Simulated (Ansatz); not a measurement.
Geometry optimisation, RKS BLYP/def2-SVP (Ansatz 0.2.0).

The input (input.yaml):

```yaml
crystal:
  periodic: [false, false, false]
  atoms:
    - { symbol: Al, position_ang: [0.0, 0.0, 0.0] }
    - { symbol: H, position_ang: [0.0, 0.0, 1.91] }
    - { symbol: F, position_ang: [1.4635, 0.0, -0.845] }
    - { symbol: F, position_ang: [-1.4635, 0.0, -0.845] }
    - { symbol: "N", position_ang: [0.0928, -2.1047, 0.7] }
    - { symbol: H, position_ang: [-0.4256, -2.8627, 0.1705] }
    - { symbol: H, position_ang: [0.6555, -2.3517, 1.5637] }
    - { symbol: H, position_ang: [0.0453, -1.027, 1.8385] }
basis:
  gaussian: { orbitals: def2-SVP }
hamiltonian:
  xc: blyp
relax:
  f_tol: 0.15
  max_steps: 25
  restrain:
    - { distance: [0, 4], at: 3.12, k: 30.0 }
    - { distance: [7, 1], at: 1.86, k: 30.0 }
    - { distance: [0, 1], at: 1.56, k: 30.0 }
    - { distance: [7, 4], at: 1.06, k: 30.0 }
```

Run as:

```bash
$ ansatz run input.yaml --threads 1 --pin off --max-ram 2048MiB --backend cpu --events-out ev --progress --plain --runs-dir out
```

Question: Where does it end, and by what steps?

Answer: It converged. The restraints hold the end off the free minimum. After 8 steps the energy has fallen by 2.196 eV (the restraints' own energy left out); N5 moved furthest, 0.81 Å. Joined: N5–H8 (1.57 → 1.05 Å).

```json
{"step": "0", "energy less start (eV)": "0.0000", "largest force component (eV/Å)": "3.961", "accepted": "yes"}
{"step": "1", "energy less start (eV)": "0.3640", "largest force component (eV/Å)": "4.294", "accepted": "yes"}
{"step": "2", "energy less start (eV)": "-0.1233", "largest force component (eV/Å)": "4.531", "accepted": "yes"}
{"step": "3", "energy less start (eV)": "-1.0883", "largest force component (eV/Å)": "2.860", "accepted": "yes"}
{"step": "4", "energy less start (eV)": "-1.7883", "largest force component (eV/Å)": "1.823", "accepted": "yes"}
{"step": "5", "energy less start (eV)": "-2.1042", "largest force component (eV/Å)": "1.142", "accepted": "yes"}
{"step": "6", "energy less start (eV)": "-2.1347", "largest force component (eV/Å)": "0.965", "accepted": "yes"}
{"step": "7", "energy less start (eV)": "-2.1854", "largest force component (eV/Å)": "0.839", "accepted": "yes"}
{"step": "8", "energy less start (eV)": "-2.1959", "largest force component (eV/Å)": "0.824", "accepted": "yes"}
```

```xyz
8
Properties=species:S:1:pos:R:3
Al 0.032 0.247 -0.028
H -0.166 0.322 1.521
F 1.546 0.421 -0.719
F -1.279 0.059 -1.050
N 0.027 -2.520 1.388
H -0.685 -2.699 0.667
H 0.964 -2.640 0.982
H -0.071 -1.538 1.732
```

The run took 19 s on 1 thread of Arm Neoverse V2, on a shared host, peak memory 0.14 GiB.
